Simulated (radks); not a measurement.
Values are calculated unless marked as measured or tabulated.
Trend from Zr3+ to Cd3+: ionisation energy by Delta-SCF between NIST ground configurations, and size. Level of theory: scalar-relativistic Kohn-Sham, SCAN, spin-polarised, spherical densities, finite nucleus; open shells are filled with parallel spins first (spin-orbit coupling, left out, can overturn this in heavy ions); meta-GGA in the generalised Kohn-Sham scheme; Fermi nuclear charge, rms radius of each element as measured or else 0.836 A^(1/3) + 0.57 fm (a radial shooting solver on a logarithmic mesh with Libxc functionals).

\begin{tabular}{lrrrrr}
species & configuration & configuration of the ion & IE (eV) & NIST (eV) & kind \\ \hline
Zr3+ & [Kr] 4d1 & [Kr] & 33.863 & 34.418 & exp. \\
Nb3+ & [Kr] 4d2 & [Kr] 4d1 & 37.270 & 37.61 & exp. \\
Mo3+ & [Kr] 4d3 & [Kr] 4d2 & 40.421 & 40.3 & semi-emp. \\
Tc3+ & [Kr] 4d4 & [Kr] 4d3 & 43.451 & 41 & theory \\
Ru3+ & [Kr] 4d5 & [Kr] 4d4 & 46.383 & 45 & theory \\
Rh3+ & [Kr] 4d6 & [Kr] 4d5 & 43.730 & 42 & theory \\
Pd3+ & [Kr] 4d7 & [Kr] 4d6 & 47.195 & 46 & theory \\
Ag3+ & [Kr] 4d8 & [Kr] 4d7 & 50.414 & 49 & theory \\
Cd3+ & [Kr] 4d9 & [Kr] 4d8 & 53.524 & 51 & theory \\
\end{tabular}

Reference values: NIST Atomic Spectra Database (exp. = measured, semi-emp. = semi-empirical, theory = theoretical value adopted there). Open shells are spherical and high-spin; term and fine-structure splittings are not resolved.
